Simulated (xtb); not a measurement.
Si(Me)(OH)3 (CH₆O₃Si), SMILES O[Si](C)(O)O. All values are semi-empirical tight-binding results from xtb (GFN2-xTB unless named), good for trends rather than for accurate numbers. Geometry optimised at GFN2-xTB. Other conformers were not sampled.

Optimised geometry:

Bonds (Å): C1–Si2 1.900, C1–H6 1.086, C1–H7 1.086, C1–H8 1.086, Si2–O3 1.629, Si2–O4 1.629, Si2–O5 1.629, O3–H9 0.952, O4–H10 0.952, O5–H11 0.952. Bond angles (°): Si2–C1–H6 111.5, Si2–C1–H7 111.5, Si2–C1–H8 111.5, H6–C1–H7 107.4, H6–C1–H8 107.4, H7–C1–H8 107.4, C1–Si2–O3 111.2, C1–Si2–O4 111.2, C1–Si2–O5 111.2, O3–Si2–O4 107.7, O3–Si2–O5 107.7, O4–Si2–O5 107.7, Si2–O3–H9 118.9, Si2–O4–H10 118.9, Si2–O5–H11 118.9.
Charge 0, spin multiplicity 1.

Computed properties:
The point group as xtb finds it comes out as C3 and the orbital gap is 8.60 eV. The dipole moment comes out as 0.91 D and the zero-point energy comes out as 48.9 kcal/mol. The G − E(el) at 298.15 K (modified RRHO) is 29.7 kcal/mol. The static polarisability (D4 model) is 62.3 bohr³, the solvation energy, GFN2-xTB/ALPB(water) is -11.5 kcal/mol and the solvation energy, GFN2-xTB/ALPB(octanol) is -10.6 kcal/mol.

Computed atomic charges and the Wiberg bond orders between heavy atoms:
charges (e) C1 -0.21, Si2 0.64, O3 -0.48, O4 -0.48, O5 -0.48, H6 0.03, H7 0.03, H8 0.03, H9 0.31, H10 0.31, H11 0.31. Bond orders C1–Si2 0.86, Si2–O3 1.14, Si2–O4 1.14, Si2–O5 1.14.
